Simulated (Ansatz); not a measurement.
Calculated with Ansatz (gas phase, PBE0-D4/def2-TZVP geometries, no zero-point term in ΔE). CCSD(T)/CBS is the MP2 limit (def2-TZVPP, def2-QZVPP) plus CCSD(T) − MP2 in def2-TZVPP, frozen cores. Functionals use def2-TZVPP. B3LYP here is the variant with VWN-RPA as its local correlation; programs differ in this. HSE06 is defined as in plane-wave codes. For Ga outer-core shells are correlated without core-valence functions, which leaves a few kJ/mol of doubt a bond. Scalar relativity is left out up to krypton. Each species was taken in one conformer, which may not be the lowest.

Reaction (ligand exchange at the Al–C bond): `CC[CH2][AlH][CH3]` + `[OH][GaH2]` → `[CH3][AlH][O][GaH2]` + propane

```csv
level,ΔE (kJ/mol),difference from CCSD(T)/CBS
PBE-D4,-155.5,13.5
revPBE-D4,-153.1,15.9
BLYP-D4,-168.3,0.7
r2SCAN-D4,-169.7,-0.7
B97M-V,-173.1,-4.1
PBE0-D4,-161.0,8.0
B3LYP-D4,-172.6,-3.6
r2SCANh-D4,-170.5,-1.5
r2SCAN0-D4,-171.6,-2.6
HSE06-D4,-160.9,8.1
BHLYP-D4,-181.3,-12.3
ωB97X-V,-168.6,0.4
ωB97M-V,-166.6,2.4
B2PLYP,-178.7,-9.7
PBE-QIDH,-170.6,-1.6
PBE,-159.2,9.8
revPBE,-161.1,7.9
BLYP,-175.6,-6.6
r2SCAN,-171.0,-2.0
B3LYP,-178.3,-9.3
r2SCANh,-171.8,-2.8
HSE06,-164.0,5.0
BHLYP,-185.1,-16.1
CAM-B3LYP,-180.2,-11.2
LC-ωPBE,-168.6,0.4
RPA@PBE/def2-TZVPP,-169.2,-0.2
HF/def2-SVP,-202.1,-33.1
MP2/def2-SVP,-185.3,-16.3
CCSD/def2-SVP,-185.4,-16.4
HF/def2-TZVPP,-196.0,-27.0
MP2/def2-TZVPP,-174.0,-5.0
SCS-MP2/def2-TZVPP,-178.5,-9.5
CCSD/def2-TZVPP,-175.5,-6.5
CCSD(T)/def2-TZVPP,-172.0,-3.0
HF/def2-QZVPP,-196.7,-27.7
MP2/def2-QZVPP,-172.5,-3.5
SCS-MP2/def2-QZVPP,-177.1,-8.1
HF/CBS(def2),-196.8,-27.8
MP2/CBS(def2),-171.0,-2.0
CCSD/CBS(def2),-172.5,-3.5
CCSD(T)/CBS,-169.0,0
```

Largest T1 diagnostic among the species: 0.015.

From BLYP to BHLYP (50 % exact exchange), in def2-TZVPP and without D4, ΔE moves by −9.5 kJ/mol. The D4 term adds +5.7 kJ/mol with B3LYP and +3.4 kJ/mol with PBE0; it sums over pairs of atoms, weighted by their polarisabilities, and B3LYP, whose exchange is more repulsive, gets the larger term. In def2-TZVPP, CCSD(T) changes the Hartree–Fock value by +23.9 kJ/mol (the triples alone add +3.5 kJ/mol) and MP2 by +22.0 kJ/mol.

CCSD(T)/CBS has its own doubt, a few kJ/mol and more with outer-core shells, so smaller differences from it don't rank the levels.
